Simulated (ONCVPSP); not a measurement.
PBEsol ONCV dataset for iron, scalar-relativistic all-electron reference.

ONCVPSP 4.0.1 input, shortened (lines: element, Z, core and valence counts, functional; n l f; lmax; l rc ep ncon nbas qcut; lloc lpopt rc5 dvloc0; l nproj debl; icmod fcfact rcfact), PBEsol, scalar-relativistic:

```
  Fe 26.00    5    1  -116133      upf
    1    0    2.00
    2    0    2.00
    2    1    6.00
    3    0    2.00
    3    1    6.00
    3    2    5.00
    2
    0    1.10    0.17    4    7    6.80
    1    1.15    0.44    4    7    7.40
    2    0.90    0.00    4    9    8.90
    4    5    0.60    4.00
    0    2    4.00
    1    3    0.70
    2    2    3.50
    3    5.00    1.40
```

All-electron outer shells of the reference configuration (PBEsol, scalar-relativistic, ld1.x):

```json
{"shell": "3d", "level (eV)": "-43.18", "outermost node (bohr)": "–", "outermost maximum (bohr)": "0.69"}
```

Does the generator finish with these settings?

No. ONCVPSP 4.0.1 stopped with "ERROR pspot: first pseudo wave function has node, program will stop": the optimised pseudo-wave of the first projector has a node, so the radial equation cannot be inverted for a potential. It happened in the s channel.
